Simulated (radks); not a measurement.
Valence configurations of Tb (all share [Xe]). Calculated with a radial shooting solver on a logarithmic mesh with Libxc functionals: scalar-relativistic Kohn-Sham, PBE, spin-unpolarised, spherical densities, point nucleus. Energies are relative to 4f9 6s2; eigenvalues in eV.

[
 {"valence": "4f9 6s2", "E (eV)": "0.000", "e(4f)": "-3.031", "e(5d)": "-", "e(6p)": "-", "e(6s)": "-3.705"},
 {"valence": "4f9 6s1.5 6p0.5", "E (eV)": "1.286", "e(4f)": "-3.746", "e(5d)": "-", "e(6p)": "-1.499", "e(6s)": "-4.115"},
 {"valence": "4f8.5 5d0.5 6s2", "E (eV)": "1.447", "e(4f)": "-5.904", "e(5d)": "-1.878", "e(6p)": "-", "e(6s)": "-3.987"},
 {"valence": "4f9 5d1 6s1", "E (eV)": "2.474", "e(4f)": "-2.250", "e(5d)": "-0.945", "e(6p)": "-", "e(6s)": "-3.472"},
 {"valence": "4f9 6s1 6p1", "E (eV)": "2.614", "e(4f)": "-4.423", "e(5d)": "-", "e(6p)": "-1.789", "e(6s)": "-4.484"},
 {"valence": "4f9 6s0.5 6p1.5", "E (eV)": "3.979", "e(4f)": "-5.072", "e(5d)": "-", "e(6p)": "-2.053", "e(6s)": "-4.820"}
]

NIST lists [Xe] 4f9 6s2 as the ground configuration; this level of theory agrees among the configurations tried. The energies are those of spherical spin-averaged densities, not of single terms. No valid solution was reached for [Xe] 4f11; [Xe] 4f10 5d1; [Xe] 4f10 6s1; [Xe] 4f10.5 6s0.5.
